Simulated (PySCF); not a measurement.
**Stretching KP**

Set-up: PySCF, no relativity, basis sets K 6-31G(d,p), P 6-31G(d,p). Energies in eV from K + P in their ground configurations at the same level. All curves are PBE0. state 1: ³Σ⁻ (triplet), unpaired electrons π ↑↑; state 2: Ms = 0 determinant of mixed spin (⟨S²⟩ near 1.0), unpaired electrons π ↑↓, a mixture of terms (⟨Lz²⟩ = 2.0), a second solution, started from another occupation; state 3: ³Π (triplet), unpaired electrons σ ↑, π ↑, a second solution, started from another occupation; state 4: Ms = 0 determinant of mixed spin (⟨S²⟩ near 1.0), unpaired electrons σ ↓, π ↑, a second solution, started from another occupation.

| R (Å) | state 1 | state 2 | state 3 | state 4 |
| --- | --- | --- | --- | --- |
| 2.612 | -0.886 | -0.5482 | -0.8062 | -0.4630 |
| 2.733 | -1.096 | -0.7558 | -0.8868 | -0.5458 |
| 2.855 | -1.209 | -0.8656 | -0.8984 | -0.5603 |
| 2.946 | -1.247 | -0.9015 | -0.8753 | -0.5397 |
| 3.037 | -1.257 | -0.9081 | -0.8329 | -0.5001 |
| 3.128 | -1.245 | -0.8922 | -0.7764 | -0.4463 |
| 3.250 | -1.204 | -0.8451 | -0.6857 | -0.3593 |
| 3.401 | -1.126 | -0.7575 | -0.5570 | -0.2351 |
| 3.584 | -1.010 | -0.6267 | -0.3911 | -0.0748 |
| 3.827 | -0.847 | -0.4324 | -0.1659 | 0.1427 |

Put a parabola through the three lowest points of the state 1 curve and estimate Re, k and ωe (reduced mass 17.26 u; 1 eV/Å² = 0.16022 mdyn/Å; ωe = 1302.8·√(k/μ) cm⁻¹).

Through R = 2.946, 3.037, 3.128 Å the second-order coefficient is 1.33 eV/Å², so Re ≈ 3.033 Å, k ≈ 0.426 mdyn/Å and ωe ≈ 205 cm⁻¹. A polynomial fit of higher order to the unrounded PBE0 energies gives Re = 3.028 Å, k = 0.434 mdyn/Å, ωe = 207 cm⁻¹; anharmonicity and rounding make the difference.

The higher-order fit for each curve: state 1: Re = 3.028 Å, ωe = 207 cm⁻¹, De = 1.26 eV; state 2: Re = 3.015 Å, ωe = 213 cm⁻¹, minimum 0.91 eV below the ground-state fragments; state 3: Re = 2.818 Å, ωe = 236 cm⁻¹, minimum 0.90 eV below the ground-state fragments; state 4: Re = 2.825 Å, ωe = 232 cm⁻¹, minimum 0.56 eV below the ground-state fragments.

⟨S²⟩ of the unrestricted solution departs from its pure value on part of the curve, where spin states mix. The state is the lowest determinant that a PBE0 search found; another state may lie lower at other levels.
